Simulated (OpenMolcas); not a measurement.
## Levels of Mn+ by method

| Property | Result |
| --- | --- |
| Program | OpenMolcas |
| Basis | ANO-R2 [7s4p4d2f1g] |
| Scalar Hamiltonian | X2C, finite nucleus |
| Active space | 6 electrons in 6 orbitals (3d 4s) |
| State averaging | 2S+1 = 7 even, 1 root; 2S+1 = 5 even, 18 roots kept (CI in the orbitals of an earlier block); 2S+1 = 3 even, 9 roots kept (CI in the orbitals of an earlier block) |
| Spin-orbit coupling | RASSI with atomic mean-field integrals over the reference wave functions, term energies averaged over their components |

Methods on the same reference wave functions:
A. CASSCF
B. SS-CASPT2, IPEA 0.25 Eh, imaginary shift 0.1 Eh (closed shells correlated: 3s 3p)

Energies in cm-1 above 3d5 4s 7S3, the measured ground level; measured values from NIST Handbook of Basic Atomic Spectroscopic Data.

| Level | A | B | Measured |
| --- | --- | --- | --- |
| 3d5 4s 7S3 | 0.0 | 0.0 | 0.0 |
| 3d5 4s 5S2 | 12323 | 9160 | 9473 |
| 3d5 4s 5G4 | 33675 | 29700 | 27584 |
| 3d5 4s 5G5 | 33675 | 29700 | 27571 |
| 3d5 4s 5G3 | 33675 | 29700 | 27588 |
| 3d5 4s 5G6 | 33675 | 29700 | 27547 |
| 3d5 4s 5G2 | 33675 | 29700 | 27589 |

Deviations, from unrounded energies. A percentage is the sum of absolute deviations over the sum of measured energies, with the sign that they share, or ± where signs differ.

```tsv
Against measurement	Levels	A	B
mean absolute deviation (cm-1)	6	5600	1800
other terms of the ground configuration (%)	6	+22.6	±7.4
```

B lies closest to measurement on these levels. The largest miss of B in the table is 3d5 4s 5G6, by +2200 cm-1. The ranking rests on the paired levels alone, and a cruder setting can come out closer through cancelling errors.

From A to B the spin-free energies of the other terms of 3d5 4s shown, above 7S, scale by factors of 0.74 to 0.88.

The lowest spin-free term lies below A's lowest term by 0.455 hartree in B.

CASPT2 does not keep the components of a term degenerate, so their means are used; among the terms shown or strongly mixed into the levels shown the widest spread is 29 cm-1 (3d5 4s 5G, B). Terms from blocks run as CI alone lack orbitals of their own. No level of 3d6 was computed, though it lies in the active space. Without dynamic correlation excited terms often stand tens of per cent too high (terms of higher spin than the ground term too low), and those without a measured partner can miss by more than the paired ones (holds for A). Measured partners are found by configuration, term and J. A level has none where our copy of the source lacks it or the pairing is in doubt (some pairs that miss far off the trend of their configuration count as doubtful), and it then counts in no deviation. Levels of configurations outside the active space are missing. The table leaves out levels that lie high or whose names do not pair safely across all columns.
